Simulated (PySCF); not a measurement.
# Frontier levels across methods

C5H8Si.
Numbering: `[CH:1]#[C:2]/[CH:3]=[CH:4]/[SiH2:5][CH3:6]` (hydrogens: H7 on C1; H8 on C3; H9 on C4; H10, H11 on Si5; H12, H13, H14 on C6)

Structure used (PBE0-D3(BJ)/def2-SVP), in Å, numbered top down from 1:
```xyz
14
C5H8Si angstrom
C      3.8636   -0.3802   -0.6883
C      2.6742   -0.1442   -0.7566
C      1.2801    0.1249   -0.8587
C      0.4578    0.3299    0.1905
Si    -1.3721    0.6714    0.0041
C     -2.3997   -0.5926    0.9401
H      4.9164   -0.5850   -0.6253
H      0.8806    0.1599   -1.8813
H      0.9016    0.2835    1.1936
H     -1.6890    0.6388   -1.4585
H     -1.6815    2.0419    0.5243
H     -2.1954   -1.6101    0.5735
H     -2.1693   -0.5637    2.0165
H     -3.4749   -0.3899    0.8182
```

Basis pcSseg-1 throughout (PySCF), one geometry. The structure is a single PBE0-D3(BJ)/def2-SVP conformer in the gas phase; no vibrational or solvent corrections.

Task: How do the orbital energies, the gap and the dipole change with the method?

Result: 
```tsv
method	kind	HOMO (eV)	LUMO (eV)	gap (eV)	μ (D)	SCF cycles
BLYP	GGA	-5.96	-2.04	3.92	0.73	15
B97-D	GGA	-6.07	-2.11	3.97	0.74	16
KT3	GGA	-6.12	-2.15	3.97	0.71	16
OPBE	GGA	-6.12	-2.13	3.99	0.76	16
KT2	GGA	-6.14	-2.20	3.94	0.74	16
PBE	GGA	-6.15	-2.22	3.93	0.76	16
BP86	GGA	-6.25	-2.32	3.94	0.76	16
LDA	LDA	-6.33	-2.44	3.90	0.79	16
B97-2	global hybrid	-6.94	-1.36	5.58	0.73	14
B3LYP	global hybrid	-6.95	-1.50	5.46	0.72	14
PBE0	global hybrid	-7.19	-1.33	5.86	0.73	14
mPW1PW91	global hybrid	-7.21	-1.34	5.86	0.73	14
BHandHLYP	global hybrid	-8.04	-0.26	7.78	0.69	12
CAM-B3LYP	range-separated hybrid	-8.40	-0.19	8.21	0.70	13
wB97X-D	range-separated hybrid	-8.96	0.40	9.36	0.71	13
HF	Hartree–Fock	-9.35	2.34	11.69	0.67	12
LC-wPBE	range-separated hybrid	-9.77	0.85	10.62	0.71	14
```

The HOMO spans 3.81 eV, from BLYP down to LC-wPBE, and the gap runs from 3.90 eV (LDA) to 11.69 eV (HF). Over the methods BLYP (0 %), B97-D (0 %), KT3 (0 %), OPBE (0 %), KT2 (0 %), PBE (0 %), BP86 (0 %), LDA (0 %), B97-2 (21 %), B3LYP (20 %), PBE0 (25 %), mPW1PW91 (25 %), BHandHLYP (50 %), HF (100 %), a straight line through the gap against the share of exact exchange rises by 0.77 eV for each 10 % (correlation coefficient 1.000). The dipole ranges from 0.67 D (HF) to 0.79 D (LDA). This basis has no diffuse functions.
